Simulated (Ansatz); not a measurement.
C$_{4}$H$_{12}$ClNOSeTi (`C[O][Ti]([Cl])([Se]C)[N](C)C`). The species carries charge 0 and has multiplicity 1. Correlated methods include outer-core shells of Se, Ti, which these sets cover unevenly. Scalar relativity is left out up to krypton.

```xyz
21

C     1.9092   -1.8650   -1.1516
O     0.7187   -1.1602   -0.9960
Ti   -0.2602    0.2305   -0.5513
Cl   -1.1444    1.3100   -2.3041
Se    1.1449    1.7361    0.7171
C     2.2482    2.3468   -0.7911
N    -1.4817   -0.2807    0.7389
C    -1.5781   -1.5222    1.4609
C    -2.4948    0.6893    1.0920
H     2.6803   -1.4614   -0.4873
H     2.2557   -1.7970   -2.1873
H     1.7494   -2.9195   -0.9070
H     3.0223    2.9933   -0.3810
H     2.7164    1.5009   -1.2918
H     1.6324    2.9042   -1.4939
H    -2.5531   -1.9982    1.2932
H    -1.4695   -1.3544    2.5402
H    -0.7971   -2.2109    1.1391
H    -2.4301    0.9491    2.1559
H    -2.3687    1.6104    0.5162
H    -3.4999    0.2990    0.8889
```

Q: Give the diagnostics of a CCSD(T)/def2-TZVPP run (frozen core, the Gaussian-basis code of Ansatz). (An estimate is asked.)

A: The calculation gave: T1 = 0.0218, largest single amplitude 0.052, largest double 0.027, (T) share of the correlation energy 4.9 %, 15 CCSD cycles. The RHF solution is stable towards an unrestricted one. T1 lies over the customary mark of 0.02 for closed shells; compounds of d metals often pass it without a breakdown.
